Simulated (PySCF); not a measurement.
Pb(OMe)(SH), SMILES C[O][Pb][SH], PBE0/def2-SVP optimised geometry.

```
8

Pb    -1.19    -1.19     0.00
O     -1.41     0.90     0.00
C     -0.42     1.88     0.00
H     -0.51     2.53     0.89
H      0.61     1.48    -0.01
H     -0.52     2.54    -0.89
S      1.37    -1.19     0.00
H      1.41    -2.54     0.00
```

Density from PySCF with PBE0/def2-TZVP, def2 effective core potentials past Kr at that geometry. The core electrons that the potentials of Pb replace are not part of the density.

Minimum of the electron density along straight lines between bonded atoms, close to the bond critical point (lines longer than 1.1 times the sum of covalent radii, or with two minima, are not listed):

| bond | length / Å | ρ at the minimum / e bohr⁻³ | ∇²ρ there / e bohr⁻⁵ | position (fraction from the first atom) |
|---|---|---|---|---|
| Pb1–O2 | 2.098 | 0.103 | (withheld) | 0.53 |
| O2–C3 | 1.390 | 0.274 | -0.60 | 0.65 |
| C3–H4 | 1.108 | 0.274 | -0.93 | 0.64 |
| C3–H5 | 1.109 | 0.273 | -0.93 | 0.64 |
| C3–H6 | 1.108 | 0.274 | -0.93 | 0.64 |
| Pb1–S7 | 2.564 | (withheld) | 0.10 | 0.49 |
| S7–H8 | 1.353 | (withheld) | -0.57 | 0.64 |

Some entries are withheld; supply them.


- Pb1–O2, ∇²ρ there / e bohr⁻⁵: 0.40
- Pb1–S7, ρ at the minimum / e bohr⁻³: 0.071
- S7–H8, ρ at the minimum / e bohr⁻³: 0.207
